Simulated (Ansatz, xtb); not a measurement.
**C5H9BSi: which of two isomers lies lower**

Structure a is `B/C=C1/C=C[Si@@H]1C`, a singlet and structure b is `BC1=CC=CC[SiH2]1`, a singlet. Both are isolated molecules in the gas phase, relaxed with PBE0-D3(BJ)/def2-SVP; the shapes shown needn't be the lowest conformers.

a (Å):

```xyz
16

C    -2.5496   -0.4813    1.8767
C    -1.9491   -1.1198    0.8399
C    -1.4465   -2.4900    0.6886
C    -0.9269   -2.5699   -0.5682
C     0.0142    0.4509   -1.2106
B    -2.9773    0.9801    1.7332
Si   -1.3722   -0.7735   -0.9385
H    -3.5331    1.5867    2.6210
H    -2.7493    1.5537    0.6864
H    -2.7160   -1.0516    2.8021
H    -1.4926   -3.2801    1.4522
H    -0.4648   -3.4512   -1.0190
H    -2.4486   -0.5723   -1.9570
H    -0.3687    1.4802   -1.1321
H     0.4565    0.3282   -2.2117
H     0.8058    0.3160   -0.4588
```

b (Å):

```xyz
16

C    -1.4918    0.1209    1.1105
C    -1.6501   -1.2067    1.4068
C    -1.8327   -2.3025    0.4668
C    -1.6378   -2.2312   -0.8687
C    -1.1422   -1.0324   -1.6128
B    -1.3915    1.1207    2.2700
Si   -1.5114    0.5897   -0.7015
H    -1.3586    0.7077    3.4110
H    -1.3495    2.3174    2.0812
H    -1.6736   -1.4937    2.4676
H    -2.1327   -3.2646    0.8920
H    -1.8114   -3.1436   -1.4518
H    -1.5171   -1.0318   -2.6481
H    -0.0413   -1.1183   -1.7038
H    -2.8468    1.1389   -1.1037
H    -0.4758    1.6130   -1.0373
```

Quicker runs give these differences E(b) − E(a): GFN2-xTB −27.6 kcal/mol; HF/STO-3G −22.4 kcal/mol (at GFN2-xTB geometries); r2SCAN-D4/def2-SVP −15.0 kcal/mol (at GFN2-xTB geometries).

Estimate E(b) − E(a) at the level CCSD(T)/def2-SVP + ΔMP2/def2-TZVPP.

Calculated at CCSD(T)/def2-SVP + ΔMP2/def2-TZVPP: E(b) − E(a) = −11.5 kcal/mol, so structure b lies lower.

The same difference at several levels:

| level | geometry | E(b) − E(a) (kcal/mol) | departure from the last row (kcal/mol) | job, with rough time for the two |
| --- | --- | --- | --- | --- |
| GFN2-xTB | GFN2-xTB | −27.6 | −16.1 | optimisation, 0.17 s |
| HF/STO-3G | GFN2-xTB | −22.4 | −10.9 | single point, 0.34 s |
| r2SCAN-D4/def2-SVP | GFN2-xTB | −15.0 | −3.5 | single point, 3.9 s |
| PBE0-D3(BJ)/def2-SVP | PBE0-D3(BJ)/def2-SVP | −14.4 | −2.9 | optimisation, 37 s |
| HF/def2-SVP | PBE0-D3(BJ)/def2-SVP | −14.8 | −3.3 | part of the CCSD(T) run |
| MP2/def2-SVP | PBE0-D3(BJ)/def2-SVP | −14.5 | −3.0 | part of the CCSD(T) run |
| CCSD(T)/def2-SVP | PBE0-D3(BJ)/def2-SVP | −14.9 | −3.3 | single point |
| CCSD(T)/def2-SVP + ΔMP2/def2-TZVPP | PBE0-D3(BJ)/def2-SVP | −11.5 |  | single point, 64 s |

As drawn, b has 1 C–C, 1 Si–H in place of 1 C–Si, 1 C–H. Structure a has a 4-membered ring, b a 6-membered ring.

None of the levels shown reverses the order. The largest departure from CCSD(T)/def2-SVP + ΔMP2/def2-TZVPP is that of GFN2-xTB, 16.1 kcal/mol. The last row adds to CCSD(T) the change of the MP2 difference between the two basis sets, here +3.3 kcal/mol, a large step that makes the value less sure.

With thermal terms from frequencies at re-optimised GFN2-xTB minima (ideal gas, soft modes damped towards free rotors, one conformer each, 298.15 K, 1 atm): the zero-point term adds −0.2 kcal/mol; ΔH is −12.3 and ΔG −11.0 kcal/mol.

The correlated steps freeze 11 core orbitals. Mirror images aren't counted in ΔG. Programs: Ansatz 0.2.0, xtb 6.7.1; the last row on 4 threads of Arm Neoverse V2 on a shared host.
